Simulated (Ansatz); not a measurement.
Total energies of `BC(F)Cl`.

```
atom    x (Å)    y (Å)    z (Å)
  B1  -0.6689   0.2151   0.5152
  C2   0.5036   0.1368  -0.4957
  F3   1.7378   0.5203  -0.1545
 Cl4   0.2307  -1.6566  -0.0394
  H5  -1.7817   0.1910   0.0919
  H6  -0.4073   0.4157   1.6588
  H7   0.3857   0.1777  -1.5763
```

Total charge 0; spin multiplicity 1. Geometry: relaxed with PBE0-D4/def2-TZVP. Basis def2-TZVPP, Ansatz.

RPA on PBE orbitals: Hartree–Fock energy of these orbitals -623.23098 Eh, correlation -1.16185 Eh (frozen core).

```json
{"functional": "LDA (SPW92)", "kind": "LDA", "energy without D4 (Eh)": "-622.07496", "D4 term (kJ/mol)": "–"}
{"functional": "PBE", "kind": "GGA", "energy without D4 (Eh)": "-624.47605", "D4 term (kJ/mol)": "-11.6"}
{"functional": "revPBE", "kind": "GGA", "energy without D4 (Eh)": "-624.71800", "D4 term (kJ/mol)": "-39.6"}
{"functional": "BLYP", "kind": "GGA", "energy without D4 (Eh)": "-624.80995", "D4 term (kJ/mol)": "-26.6"}
{"functional": "r2SCAN", "kind": "meta-GGA", "energy without D4 (Eh)": "-624.74038", "D4 term (kJ/mol)": "-2.6"}
{"functional": "B97M-V", "kind": "meta-GGA with VV10", "energy without D4 (Eh)": "-624.70676", "D4 term (kJ/mol)": "–"}
{"functional": "PBE0", "kind": "global hybrid, 25 % exact exchange", "energy without D4 (Eh)": "-624.52225", "D4 term (kJ/mol)": "-9.5"}
{"functional": "B3LYP", "kind": "global hybrid, 20 %", "energy without D4 (Eh)": "-624.87570", "D4 term (kJ/mol)": "-18.8"}
{"functional": "r2SCANh", "kind": "meta-GGA hybrid, 10 %", "energy without D4 (Eh)": "-624.73073", "D4 term (kJ/mol)": "-2.8"}
{"functional": "BHLYP", "kind": "global hybrid, 50 %", "energy without D4 (Eh)": "-624.77655", "D4 term (kJ/mol)": "-13.6"}
{"functional": "CAM-B3LYP", "kind": "range-separated hybrid", "energy without D4 (Eh)": "-624.80347", "D4 term (kJ/mol)": "-9.5"}
{"functional": "LC-ωPBE", "kind": "long-range corrected hybrid", "energy without D4 (Eh)": "-624.62511", "D4 term (kJ/mol)": "–"}
{"functional": "ωB97X-V", "kind": "range-separated hybrid GGA with VV10", "energy without D4 (Eh)": "-624.73378", "D4 term (kJ/mol)": "–"}
{"functional": "ωB97M-V", "kind": "range-separated hybrid meta-GGA with VV10", "energy without D4 (Eh)": "-624.77152", "D4 term (kJ/mol)": "–"}
```

(1) Give the same for r2SCAN0, HSE06 (plane-wave form), B2PLYP, PBE-QIDH. (Estimate.)

B3LYP takes the VWN-RPA correlation (the form of Gaussian; ORCA's B3LYP/G). HSE06 is the plane-wave form, built on full-range PBE exchange. The double hybrids freeze the cores in their second-order part.

Results:

(1) Ansatz gave: 
| functional | kind | energy without D4 (Eh) | D4 term (kJ/mol) |
| --- | --- | --- | --- |
| r2SCAN0 | meta-GGA hybrid, 25 % | -624.71725 | -3.1 |
| HSE06 (plane-wave form) | screened hybrid | -624.50645 | -8.8 |
| B2PLYP | double hybrid | -624.60591 | – |
| PBE-QIDH | double hybrid | -624.41482 | – |

LC-ωPBE has ω = 0.4 bohr⁻¹.
